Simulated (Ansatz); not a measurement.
Start from `O[SiH](O)S` and change one atom or group to get `N[SiH2][SiH](O)S`.

Ansatz, PBE0-D4/def2-TZVP geometries, multiplicity 1. Each molecule was computed in one conformer, which needn't be the lowest.

| property | `O[SiH](O)S` |
| --- | --- |
| size of the dipole moment (PBE/def2-TZVPP) / D | 2.02 |
| LUMO energy (ωB97M-V/def2-TZVPP) / eV | 2.02 |
| HOMO energy (PBE/def2-TZVPP) / eV | -6.38 |
| LUMO energy (B3LYP/def2-TZVPP) / eV | 0.12 |
| HOMO energy (B3LYP/def2-TZVPP) / eV | -7.40 |
| HOMO–LUMO gap (PBE/def2-TZVPP) / eV | 5.88 |

**Question.** Give the same properties after the change, and the shifts. (Estimate.)

**Answer.** Computed: 
```csv
property,`N[SiH2][SiH](O)S`,shift
size of the dipole moment (PBE/def2-TZVPP) / D,1.85,-0.17
LUMO energy (ωB97M-V/def2-TZVPP) / eV,1.15,-0.87
HOMO energy (PBE/def2-TZVPP) / eV,-6.07,0.31
LUMO energy (B3LYP/def2-TZVPP) / eV,-0.72,-0.84
HOMO energy (B3LYP/def2-TZVPP) / eV,-7.13,0.27
HOMO–LUMO gap (PBE/def2-TZVPP) / eV,4.74,-1.14
```

With PBE0 the HOMO rises by 0.33 eV and the LUMO falls by 0.94 eV, so the gap narrows by about 1.27 eV. PBE moves the HOMO by 0.31 eV and ωB97M-V by 0.41 eV. Dipoles are sizes alone; their direction can turn.

B3LYP here is the variant with VWN-RPA as its local correlation; programs differ in this.
